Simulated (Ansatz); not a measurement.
`[NH2][Ge]([NH2])([NH2])[Cl]`, relaxed with RKS PBE-D4/def2-SVP in Ansatz from a rough embedded geometry. The force threshold is 0.03 eV/Å; the program also tests the step.

Total charge 0; spin multiplicity 1.

Start:

```xyz
11

N    -1.659    0.320    0.253
Ge    0.142    0.370    0.298
N     0.755   -1.260    0.935
N     0.845    0.696   -1.434
Cl    0.821    1.980    1.571
H    -2.030    0.129    1.261
H    -1.972   -0.461   -0.316
H     1.859   -1.180    0.876
H     0.489   -1.997    0.309
H     0.406   -0.124   -2.003
H     0.345    1.528   -1.750
```

| step | energy (eV) | largest force (eV/Å) | largest move (Å) |
| --- | --- | --- | --- |
| 1 | -73577.2070 | 3.380 | 0.000 |
| 2 | -73577.5660 | 1.095 | 0.182 |
| 3 | -73577.6345 | 0.422 | 0.103 |
| 4 | -73577.6400 | 0.344 | 0.041 |
| 5 | -73577.6483 | 0.103 | 0.025 |
| 6 | -73577.6497 | 0.051 | 0.029 |
| 7 | -73577.6506 | 0.068 | 0.042 |
| 8 | -73577.6510 | 0.004 | 0.007 |

End:

```xyz
11

N    -1.710    0.321    0.361
Ge    0.126    0.305    0.246
N     0.879   -1.230    0.928
N     0.734    0.721   -1.441
Cl    0.816    1.909    1.543
H    -2.067    0.056    1.286
H    -2.174   -0.253   -0.351
H     1.905   -1.232    0.894
H     0.532   -2.091    0.491
H     0.670   -0.055   -2.108
H     0.287    1.550   -1.849
```

It took 10 s on 4 threads of an Intel Xeon Platinum 8375C on a shared host, with 0.2 GiB of host memory at the peak.
